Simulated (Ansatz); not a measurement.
BFH$_{6}$SiSn, SMILES `F[SiH2][BH][SnH3]`, relaxed with RKS PBE0-D4/def2-TZVP in the Gaussian-basis code of Ansatz from a PBE-D4/def2-SVP geometry. The force threshold is 0.005 eV/Å; the program also tests the step.

The species carries charge 0 and has multiplicity 1. Sn: def2 effective core potential.

Start:

```xyz
10

F     0.638   -1.568   -1.542
Si   -0.566   -0.446   -1.682
B    -0.672    0.682   -0.037
Sn    0.743    0.256    1.672
H    -0.270    0.383   -2.908
H    -1.860   -1.192   -1.902
H    -1.491    1.578    0.042
H     2.377    0.423    1.121
H     0.564   -1.390    2.179
H     0.537    1.273    3.057
```

| step | energy (eV) | largest force (eV/Å) | largest move (Å) |
| --- | --- | --- | --- |
| 1 | -17194.7780 | 0.991 | 0.000 |
| 2 | -17194.8166 | 0.648 | 0.053 |
| 3 | -17194.8316 | 0.242 | 0.033 |
| 4 | -17194.8338 | 0.114 | 0.030 |
| 5 | -17194.8349 | 0.017 | 0.029 |
| 6 | -17194.8352 | 0.030 | 0.026 |
| 7 | -17194.8353 | 0.009 | 0.012 |
| 8 | -17194.8353 | 0.005 | 0.007 |
| 9 | -17194.8353 | 0.001 | 0.001 |

End:

```xyz
10

F     0.561   -1.597   -1.672
Si   -0.574   -0.459   -1.709
B    -0.622    0.617   -0.032
Sn    0.763    0.259    1.701
H    -0.284    0.414   -2.880
H    -1.879   -1.145   -1.922
H    -1.433    1.495    0.040
H     2.383    0.455    1.193
H     0.593   -1.347    2.259
H     0.492    1.309    3.021
```

Hardware: 4 threads of a server CPU on a shared host. Wall time 28 s, peak host memory 0.52 GiB.
